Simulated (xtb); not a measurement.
Br₄Zr (SMILES [Br][Zr]([Br])([Br])[Br]), singlet, geometry from GFN2-xTB (such geometries of metal compounds can be far from the true shape), atoms displaced at random by about 0.1 Å a coordinate. Base run: xtb with GFN1-xTB.

xtb was given this input:
```
$ xtb mol.xyz --gfn 1 --opt --json

# file mol.xyz
5

Zr    -0.21975931     0.01450089    -0.06246533
Br     1.70539540    -0.48669995    -1.29455367
Br     0.84973271     0.24753339     2.45146818
Br    -0.92760222     2.20077009    -0.80097291
Br    -1.52202276    -1.71986849    -0.23216939
```

Each row names what was changed in the base input (with any setting that the change needs).

| change | ΔE vs base (kJ/mol) | optimiser steps |
|---|---|---|
| base | 0.00 | 12 |
| engine = inertial | 0.03 | - |
| engine = lbfgs | 0.00 | - |
| opt level = crude | 0.25 | 9 |
| opt level = tight | 0.00 | 13 |
| opt level = lax | 0.01 | 11 |
| opt level = loose | 0.01 | 11 |
| opt level = vtight | 0.00 | 14 |
| alpb = dmf | ___ | 12 |
| alpb = acetonitrile | ___ | 12 |

Q: Some entries are withheld; supply them.

A: 
- alpb = dmf, ΔE vs base (kJ/mol): -50.4
- alpb = acetonitrile, ΔE vs base (kJ/mol): -46.7
